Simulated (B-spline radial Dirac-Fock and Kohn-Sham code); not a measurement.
Dipole and non-dipole photoemission parameters of Te³⁺ 3p1/2

System: tellurium as Te³⁺, configuration [Kr] 4d10 5s2 5p1; threshold 899.9 eV (orbital energy of the model). Method: Dirac-Hartree-Slater photoionisation with a Latter tail; cross sections with all multipoles, angular parameters from the dipole term and its interference with E2. Computed with a radial B-spline solver.

| hν (eV) | σ (kb) | β | γ | δ |
| --- | --- | --- | --- | --- |
| 993 | 111 | 0.855 | 0.251 | 0.131 |
| 1280 | 82.5 | 1.378 | 0.234 | 0.027 |
| 1320 | 79.3 | 1.407 | 0.205 | 0.023 |
| 1486.9 | 67.1 | 1.491 | 0.103 | 0.011 |
| 1590 | 60.6 | 1.524 | 0.057 | 0.007 |
| 1990 | ? | ? | ? | ? |
| 2000 | 41.4 | 1.589 | -0.020 | 0.002 |
| 2984.4 | 19.3 | 1.603 | 0.088 | 0.003 |
| 4000 | 10.3 | 1.568 | 0.301 | 0.009 |
| 4540 | 7.70 | 1.545 | 0.415 | 0.013 |
| 4820 | 6.71 | 1.533 | 0.472 | 0.015 |
| 4940 | 6.33 | 1.528 | 0.496 | 0.016 |
| 5300 | 5.36 | 1.513 | 0.568 | 0.019 |
| 5320 | 5.31 | 1.512 | 0.572 | 0.019 |
| 8840 | 1.47 | 1.372 | 1.145 | 0.053 |
| 12000 | 0.643 | 1.269 | 1.513 | 0.087 |
| 15000 | 0.342 | 1.186 | 1.780 | 0.121 |

Problem. Give the values at 1990 eV.

Solution. σ = 41.7 kb, β = 1.588, γ = -0.020, δ = 0.002.
